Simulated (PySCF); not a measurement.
Simulated Si 2p region for `CO[SiH2]C(F)F`, binding energy against the vacuum level.

Every computed line was given a Gaussian of 1.0 eV full width at half maximum and an area set by the number of equivalent atoms (split 2:1 within a doublet); the highest printed point is 100. Computed, not measured: PySCF 2.14.0, delta-SCF UKS SCAN, pcX-2 on the ionised atom, pcseg-1 elsewhere, spin-free X2C.

(binding energy (eV), intensity): (106.1, 0), (106.2, 0), (106.3, 1), (106.4, 2), (106.5, 3), (106.6, 6), (106.7, 10), (106.8, 16), (106.9, 24), (107.0, 34), (107.1, 46), (107.2, 59), (107.3, 72), (107.4, 83), (107.5, 92), (107.6, 98), (107.7, 100), (107.8, 99), (107.9, 94), (108.0, 87), (108.1, 79), (108.2, 69), (108.3, 60), (108.4, 50), (108.5, 40), (108.6, 31), (108.7, 23), (108.8, 17), (108.9, 11), (109.0, 7), (109.1, 5), (109.2, 3), (109.3, 1), (109.4, 1), (109.5, 0), (109.6, 0)

Count the maxima, the lines and the sites behind this envelope.

The curve has 1 maximum (at 107.7 eV). Under it lie 2 lines from 1 inequivalent silicon site, drawn as a 2p3/2, 2p1/2 pair. At this width some lines have no maximum of their own.

Decompose the envelope and assign each component. Numbering: `[CH3:1][O:2][SiH2:3][CH:4]([F:5])[F:6]`.

```json
{"position (eV)": "107.57", "relative area": "0.67", "line": "Si 2p3/2", "atoms": "Si3", "environment": "oxygen-bound silicon"}
{"position (eV)": "108.20", "relative area": "0.33", "line": "Si 2p1/2", "atoms": "Si3", "environment": "oxygen-bound silicon"}
```

What are the centre and the root-mean-square width of the whole band?

The area-weighted mean of the lines is 107.78 eV. Their own spread about it is 0.29 eV (rms) and each Gaussian has σ = 1.0/2.355 = 0.42 eV; the variances add, which gives 0.52 eV.

No satellites, vibrations or lifetime broadening are included. 2p3/2 and 2p1/2 are the ΔSCF energy of one spin-free 2p hole plus the eigenvalues of a spin–orbit and ligand-field matrix of the shell. 2p1/2 minus 2p3/2 (ligand field included): Si 0.62 eV. Geometry: GFN2-xTB, one conformer, isolated molecule.

Hardware: one thread of an Arm Neoverse V1, shared host with 32 logical CPUs at a one-minute load of 10. Cost: 51 s wall, 0.73 GiB resident at most.

Shape of the structure used: `[CH3:1][O:2][SiH2:3][CH:4]([F:5])[F:6]`: C1–O2–Si3–C4 -59°, O2–Si3–C4–F5 178°.
